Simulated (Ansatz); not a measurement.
Complex (SMILES): Cl (HCl) with Cl (HCl), atoms 1 to 2 the first; geometry from B3LYP-D3(BJ)/def2-TZVP, monomers rigid:
```xyz
4

Cl     0.8867    -0.0511     0.1397
H     -0.2309     0.0366     0.7652
Cl    -0.6491    -3.0596    -1.4835
H      0.0587    -2.0731    -1.0529
```

Interaction energy at CCSD(T) with Ansatz (a first-principles code), kcal/mol, without and with the counterpoise correction (monomers among the partner's ghost functions). Cartesian d functions, on some or all atoms, in 6-31G**, 6-31+G*; all else is spherical. Cores are frozen. No added dispersion term, no relativity. Reference, counterpoise-corrected: Hartree-Fock in aug-cc-pV(Q+d)Z plus the correlation part extrapolated as X^-3 from aug-cc-pV(T+d)Z and aug-cc-pV(Q+d)Z, -2.01.

```tsv
basis	functions	uncorrected	counterpoise	counterpoise correction	mean of both
6-31G**	48	-1.54	-0.59	0.94	-1.06
6-31+G*	50	-1.58	-0.46	1.12	-1.02
def2-SVPD	70	-2.73	-1.25	1.48	-1.99
aug-pcseg-1	72	-3.00	-1.14	1.86	-2.07
def2-TZVPP	112	-1.81	-1.33	0.48	-1.57
6-311++G(3df,3pd)	130	-2.15	-1.39	0.76	-1.77
aug-pcseg-2	146	-2.57	-1.58	0.99	-2.07
pcseg-4	332	-1.98	-1.87	0.12	-1.93
```

The corrected value lies nearer the reference in 2 of 8 rows.
